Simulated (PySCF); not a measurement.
Electron correlation in P (phosphorus, neutral)

[Ne] 3s2 3p3, high-spin 4S determinant. All numbers are calculated (PySCF 2.14, scalar relativity by spin-free X2C-1e, in x2c-QZVPPall with one added diffuse shell each of s, p, d, f type (10s7p5d3f1g, 86 functions)). Frozen: 1s2; 13 electrons correlated.

```json
{"level": "CCSD", "correlation energy (mhartree)": "-291.61"}
{"level": "(T)", "correlation energy (mhartree)": "-6.50"}
{"level": "CCSD(T)", "correlation energy (mhartree)": "-298.11"}
```

Diagnostics: T1 = 0.0048, D1 = 0.0161, largest double amplitude 0.036.

Cost of the coupled-cluster step: roughly 70 core-seconds, for 13 correlated electrons.

Iterations:

```
CC2 = 0
CCSD nocc = (np.int64(8), np.int64(5)), nmo = (85, 85)
frozen orbitals [[0], [0]]
max_cycle = 100
direct = 0
conv_tol = 1e-08
conv_tol_normt = 1e-06
diis_space = 8
diis_start_cycle = 0
Init t2, MP2 energy = -0.277981345260667
Init E_corr(UCCSD) = -0.277981345270405
cycle = 1  E_corr(UCCSD) = -0.287547568344634  dE = -0.00956622307  norm(t1,t2) = 0.0394642
cycle = 2  E_corr(UCCSD) = -0.290610001553961  dE = -0.00306243321  norm(t1,t2) = 0.011393
cycle = 3  E_corr(UCCSD) = -0.291623917710387  dE = -0.00101391616  norm(t1,t2) = 0.00424105
cycle = 4  E_corr(UCCSD) = -0.291627546906104  dE = -3.62919572e-06  norm(t1,t2) = 0.000630377
cycle = 5  E_corr(UCCSD) = -0.291612542200865  dE = 1.50047052e-05  norm(t1,t2) = 0.000126608
cycle = 6  E_corr(UCCSD) = -0.291614122837639  dE = -1.58063677e-06  norm(t1,t2) = 2.59047e-05
cycle = 7  E_corr(UCCSD) = -0.291614361982244  dE = -2.39144605e-07  norm(t1,t2) = 7.04466e-06
cycle = 8  E_corr(UCCSD) = -0.29161420672617  dE = 1.55256074e-07  norm(t1,t2) = 2.05106e-06
cycle = 9  E_corr(UCCSD) = -0.291614225314172  dE = -1.85880019e-08  norm(t1,t2) = 5.3051e-07
cycle = 10  E_corr(UCCSD) = -0.291614225301604  dE = 1.25685573e-11  norm(t1,t2) = 9.12971e-08
UCCSD converged
E(UCCSD) = -341.8286012521638  E_corr = -0.2916142253016035
UCCSD(T) correction = -0.00650118475757944
```

This basis was not built for core-valence correlation, so the inner-shell part is incomplete.
